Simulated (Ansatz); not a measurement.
Name a neutral molecule of F, In, Se and H with HOMO–LUMO gap (PBE/def2-TZVPP) between 3.25 and 3.55 eV and size of the dipole moment (PBE/def2-TZVPP) between 3.00 and 3.30 D (Ansatz, PBE0-D4/def2-TZVP geometry).

`[F][In]([F])[SeH]` (3.44 eV, 3.07 D). Other molecules can fit too; these were computed, each in one conformer that needn't be the lowest.
